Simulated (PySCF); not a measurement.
Dipole response of C+ (carbon, charge +1)

[He] 2s2 2p1, 2P determinant. All numbers are calculated (PySCF 2.14, no relativity, point nucleus, in aug-cc-pVQZ (6s5p4d3f2g, 80 functions)). Coupled (time-dependent) response in atomic units; α is the mean over directions.

```json
{"method": "UHF", "mean α (bohr³)": "6.307", "α xx, yy, zz": "6.383, 6.154, 6.383", "C₆ (like pair)": "14.96", "S(−4)": "40.57"}
{"method": "PBE", "mean α (bohr³)": "6.098", "α xx, yy, zz": "6.135, 6.024, 6.135", "C₆ (like pair)": "14.66", "S(−4)": "28.51"}
{"method": "PBE0", "mean α (bohr³)": "6.079", "α xx, yy, zz": "6.134, 5.968, 6.134", "C₆ (like pair)": "14.56", "S(−4)": "28.94"}
{"method": "HSE06", "mean α (bohr³)": "6.076", "α xx, yy, zz": "6.135, 5.959, 6.135", "C₆ (like pair)": "14.55", "S(−4)": "28.93"}
{"method": "wB97M-V", "mean α (bohr³)": "6.088", "α xx, yy, zz": "6.166, 5.933, 6.166", "C₆ (like pair)": "14.60", "S(−4)": "27.34"}
```

S(−4) is the Cauchy moment in α(ω) = α(0) + S(−4) ω² + …

α(iu) at PBE:

| u (hartree) | α(iu) (bohr³) |
| --- | --- |
| 0 | 6.098 |
| 0.0500 | 6.028 |
| 0.100 | 5.831 |
| 0.200 | 5.188 |
| 0.300 | 4.432 |
| 0.500 | 3.131 |
| 0.750 | 2.086 |
| 1.00 | 1.468 |
| 1.50 | 0.8311 |
| 2.00 | 0.5329 |
| 3.00 | 0.2735 |
| 5.00 | 0.1138 |

A single London oscillator, α(iu) = α/(1 + u²/ω²), gives C₆ = (3/4) ω α². Matching the computed C₆ needs ω = 4 × 14.66 / (3 × 6.098²) = 0.526 hartree.

For an ion, C₆ is the dispersion term alone; charge-induced terms of lower order in 1/R come first.

The components differ because the open shell of this determinant is not spherical; for a pure term their mean is the scalar polarisability.
